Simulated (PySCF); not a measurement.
# `CNP1C=C(C)CC1`: 4 charge schemes on one density

Species: C₆H₁₂NP.
Cartesian coordinates in Å at the GFN2-xTB level; atoms count from 1:
```
atom  x, y, z in Å
C1     2.3421    0.1625    0.4653
N2     2.1645    0.3966   -0.9557
P3     0.6289    0.6188   -1.6761
C4    -0.4036    1.2116   -0.2905
C5    -1.1872    0.2987    0.2727
C6    -2.1375    0.5447    1.3984
C7    -1.1053   -1.0919   -0.2915
C8    -0.0754   -1.1054   -1.4271
H9     1.6031   -0.5632    0.7991
H10    3.3385   -0.2507    0.6338
H11    2.2323    1.0675    1.0731
H12    2.8391    1.0654   -1.3075
H13   -0.3819    2.2504    0.0039
H14   -2.0447    1.5606    1.7740
H15   -1.9497   -0.1542    2.2137
H16   -3.1625    0.3902    1.0604
H17   -2.0909   -1.3898   -0.6587
H18   -0.8365   -1.7958    0.5027
H19    0.7575   -1.7819   -1.2291
H20   -0.5360   -1.4233   -2.3640
```

Density: PBE0/pcSseg-1 (PySCF); schemes: Mulliken, IAO, Hirshfeld and ESP-fitted. The structure is a single GFN2-xTB conformer in the gas phase; no vibrational or solvent corrections.

Problem. Give the atomic charges in each scheme.

Solution. In e:

| atom | environment | Mulliken | IAO | Hirshfeld | ESP-fitted |
| --- | --- | --- | --- | --- | --- |
| C1 | N-methyl carbon | -0.097 | -0.303 | -0.076 | -0.051 |
| N2 | nitrogen bonded to C, P and H | -0.659 | -0.607 | -0.206 | -0.398 |
| P3 | three-coordinate phosphorus | +0.618 | +0.610 | +0.158 | -0.289 |
| C4 | alkene CH carbon | -0.335 | -0.413 | -0.129 | +0.011 |
| C5 | fully substituted alkene carbon | -0.345 | +0.037 | +0.018 | +0.241 |
| C6 | allylic carbon | -0.134 | -0.427 | -0.116 | -0.859 |
| C7 | allylic carbon | -0.116 | -0.270 | -0.073 | -0.318 |
| C8 | sp3 carbon bound to phosphorus | -0.472 | -0.463 | -0.121 | -0.002 |
| H9 | methyl hydrogen | +0.117 | +0.141 | +0.038 | +0.095 |
| H10 | methyl hydrogen | +0.117 | +0.143 | +0.041 | +0.032 |
| H11 | methyl hydrogen | +0.104 | +0.122 | +0.029 | +0.050 |
| H12 | N–H hydrogen | +0.194 | +0.254 | +0.106 | +0.319 |
| H13 | vinylic hydrogen | +0.083 | +0.146 | +0.038 | +0.095 |
| H14 | methyl hydrogen | +0.115 | +0.149 | +0.046 | +0.203 |
| H15 | methyl hydrogen | +0.119 | +0.148 | +0.046 | +0.245 |
| H16 | methyl hydrogen | +0.126 | +0.151 | +0.047 | +0.244 |
| H17 | methylene hydrogen | +0.136 | +0.144 | +0.043 | +0.124 |
| H18 | methylene hydrogen | +0.127 | +0.137 | +0.039 | +0.112 |
| H19 | methylene hydrogen | +0.152 | +0.152 | +0.038 | +0.058 |
| H20 | methylene hydrogen | +0.149 | +0.150 | +0.035 | +0.087 |

Mean size of the charges over all atoms: IAO 0.248 e, Mulliken 0.216 e, ESP-fitted 0.192 e, Hirshfeld 0.072 e. Each set sums to the total charge, 0, to within 0.001 e. The IAO scheme projects the occupied orbitals on a minimal set of polarised atomic orbitals and counts the electrons in each atom's part of it. The ESP scheme fits charges at the nuclei, held to the total charge, to the electrostatic potential on points at 1.4 to 2.0 times the van der Waals radii.

Lowest charge. The schemes don't all agree: Mulliken N2 (-0.659); IAO N2 (-0.607); Hirshfeld N2 (-0.206); ESP-fitted C6 (-0.859).

Highest charge. The schemes don't all agree: Mulliken P3 (+0.618); IAO P3 (+0.610); Hirshfeld P3 (+0.158); ESP-fitted H12 (+0.319).

Problem. How closely do the schemes follow one another over all atoms?

Solution. Correlation coefficient and root-mean-square difference: IAO with Hirshfeld 0.99, 0.211 e; Mulliken with IAO 0.91, 0.126 e; Mulliken with Hirshfeld 0.90, 0.200 e; Hirshfeld with ESP-fitted 0.54, 0.235 e; IAO with ESP-fitted 0.51, 0.283 e; Mulliken with ESP-fitted 0.26, 0.333 e.

Problem. How many electrons does the Mulliken scheme count on N2?

Solution. Z − q = 7 − (-0.659) = 7.659.

Problem. Sum the charges by element, for elements with more than one atom.

Solution. 
```
element  atoms  Mulliken     IAO  Hirshfeld  ESP-fitted
      C      6    -1.499  -1.840     -0.497      -0.978
      H     12    +1.539  +1.837     +0.546      +1.665
```
